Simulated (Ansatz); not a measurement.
Saddle point of C₂H₅Br, singlet (C₂H₅Br (CCBr) → C₂H₄ (C=C) + HBr; bonds formed: Br1–H8; bonds broken: Br1–C2, C5–H8), PBE0-D4/def2-TZVP structure:

Br1  (-1.283, -1.999, 0.305)
C2  (-0.132, 0.235, -0.726)
H3  (-1.125, 0.623, -0.914)
H4  (0.302, -0.383, -1.501)
C5  (0.551, 0.522, 0.446)
H6  (1.602, 0.269, 0.523)
H7  (0.164, 1.283, 1.114)
H8  (-0.079, -0.550, 0.753)
(Å)

Energies are electronic, without zero-point energy. Barriers and step energies count from the start structure reached by relaxing down the imaginary mode; all methods use the PBE0-D4 structures, on which another method's saddle can fall below an end. Computed with Ansatz 0.2.0 (basis: def2-TZVPP, with def2-QZVPP for the basis limit); correlated methods freeze the cores. Filled d shells of the heavier atoms are correlated. The def2 sets are not built for correlating such inner shells, so the correlated values are less sure here. B3LYP uses VWN-RPA correlation. Extrapolation: Hartree–Fock as exp(−7.88 √X), correlation as X^−2.97.

```
      method  barrier (kcal/mol)  step energy (kcal/mol)
       SPW92               51.17                   26.80
      PBE-D4               51.55                   22.08
     BLYP-D4               49.76                   17.39
   r2SCAN-D4               54.01                   22.63
      B97M-V               56.72                   21.25
     PBE0-D4               57.35                   24.24
    B3LYP-D4                   ?                   19.56
  r2SCAN0-D4               58.24                   24.25
    BHLYP-D4               60.19                   21.75
CAM-B3LYP-D4                   ?                   21.02
     wB97X-V               62.00                   23.86
     wB97M-V                   ?                   21.77
      B2PLYP               58.08                   20.26
    PBE-QIDH               62.29                   25.34
  RPA on PBE               60.91                   20.65
          HF               63.33                   18.98
         MP2               64.39                   22.93
        CCSD               64.34                   20.94
     CCSD(T)               62.26                   20.72
```

Q: Fill in the withheld barriers. (To be estimated.)

A: By the calculation: CAM-B3LYP-D4 58.83; wB97M-V 59.57; B3LYP-D4 54.72 kcal/mol. Each is the energy of the saddle less that of the start structure, by the same method.

For comparison, the barrier by CCSD(T) at an estimated basis limit (MP2 extrapolated from triple and quadruple zeta, plus CCSD(T) − MP2 in triple zeta) is 60.60 kcal/mol.

T1 diagnostic: at most 0.022.

For scale, one of the runs: CCSD(T)/def2-TZVPP, 180 basis functions, launched by `ansatz run in.yaml --threads 4 --pin off --events-out ev --progress --plain --max-ram 9574MiB`. Time: 34 s of wall clock on 4 CPU threads of an Intel Xeon Platinum 8259CL; the host was shared. Peak host memory: 1.8 GiB.
